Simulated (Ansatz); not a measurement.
Consider the cleavage of the Si–Si bond: `C[SiH](O)[SiH](O)O` + HBr → `O[SiH](O)Br` + `C[SiH2]O`.

Program: Ansatz. Geometries: PBE0-D4/def2-TZVP. ΔE: electronic, gas phase. CCSD(T)/CBS adds triple-zeta CCSD(T) − MP2 to the extrapolated MP2 energy (def2 sets, frozen cores). This one scheme is used for every species. DFT in def2-TZVPP. For Br outer-core shells are correlated without core-valence functions, which leaves a few kJ/mol of doubt a bond. Scalar relativity is left out up to krypton. Each species was taken in one conformer, which may not be the lowest.

```
          level  ΔE (kcal/mol)  difference from CCSD(T)/CBS
      r2SCAN-D4          -30.0                          0.3
        PBE0-D4          -27.9                          2.4
         B2PLYP          -30.7                         -0.4
            PBE          -26.9                          3.4
         r2SCAN          -30.4                         -0.1
           PBE0          -28.8                          1.5
  HF/def2-TZVPP          -35.0                         -4.7
 MP2/def2-TZVPP          -31.9                         -1.6
CCSD/def2-TZVPP          -29.9                          0.4
 MP2/def2-QZVPP          -32.5                         -2.2
    CCSD(T)/CBS          -30.3                            0
```

Largest T1 diagnostic among the species: 0.012.

The D4 term adds +1.4 kcal/mol with B3LYP and +0.9 kcal/mol with PBE0; it sums over pairs of atoms, weighted by their polarisabilities, and B3LYP, whose exchange is more repulsive, gets the larger term. From PBE to PBE0 (25 % exact exchange), in def2-TZVPP and without D4, ΔE moves by −1.9 kcal/mol.

B3LYP here is the variant with VWN-RPA as its local correlation; programs differ in this.
